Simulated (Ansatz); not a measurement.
Two isomers of C2H5NSi: A = `C=C1N[SiH2]1`, B = `C[SiH2]C#N`.

Gas-phase electronic energies from Ansatz, PBE0-D4/def2-TZVP geometries. CCSD(T)/CBS adds triple-zeta CCSD(T) − MP2 to the extrapolated MP2 energy (def2 sets, frozen cores). Functionals use def2-TZVPP. B3LYP here is the variant with VWN-RPA as its local correlation; programs differ in this.

**Question.** Which isomer does CCSD(T)/CBS put lower? Give the gap. (Best estimate.)

**Answer.** The calculation gave: B, by 44.4 kcal/mol.

**Question.** Give E(B) − E(A) in kcal/mol with PBE0-D4, B3LYP, HF/def2-TZVPP, MP2/def2-TZVPP, LDA (SPW92), PBE-D4, CCSD(T)/def2-SVP. (Estimate.)

**Answer.** The calculation gave: PBE0-D4 -36.6, B3LYP -42.0, HF/def2-TZVPP -52.8, MP2/def2-TZVPP -47.0, LDA (SPW92) -25.8, PBE-D4 -35.2, CCSD(T)/def2-SVP -49.1. None reverses the order clearly.

**Question.** Does the order hold for the free energy at 298.15 K (harmonic terms from PBE0-D4)? (Best estimate.)

**Answer.** The calculation gave: Yes: G(B) − G(A) = -46.0 kcal/mol.

Largest T1 diagnostic: 0.014.

From PBE to PBE0 (25 % exact exchange), in def2-TZVPP and without D4, E(B) − E(A) moves by −1.3 kcal/mol. At CCSD(T), def2-SVP lies −4.7 kcal/mol from the extrapolated value and def2-TZVPP −2.3 kcal/mol.
